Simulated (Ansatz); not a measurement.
Basis-set extrapolation for BH7OSSi2 (`[SiH3]O[SiH2]BS`) (PBE0-D4/def2-TZVP geometry, frozen core, Ansatz). Multiplicity 1, RHF reference.

|  | def2-TZVPP | def2-QZVPP |
| --- | --- | --- |
| HF | -1079.205452 | -1079.240272 |
| MP2 correlation | -0.759073 | -0.818856 |
| CCSD(T) correlation | -0.857778 | not run |

Energies in hartree. Use E(X) = E(∞) + A·exp(−7.88·√X) for Hartree–Fock and E(X) = E(∞) + B·X^(−2.97) for correlation, with X = 3 and 4, and add CCSD(T) minus MP2 of the smaller set to the MP2 limit.

What is the CCSD(T) energy at the basis-set limit?

HF limit: -1079.240272 + (-0.034820) × 0.13774 = -1079.24507. MP2 limit: -0.818856 + (-0.059783) × 0.74074 = -0.86314. Higher-order term: -0.857778 − (-0.759073) = -0.09871. Total: -1080.20692 hartree, 3.91 eV below CCSD(T)/def2-TZVPP.
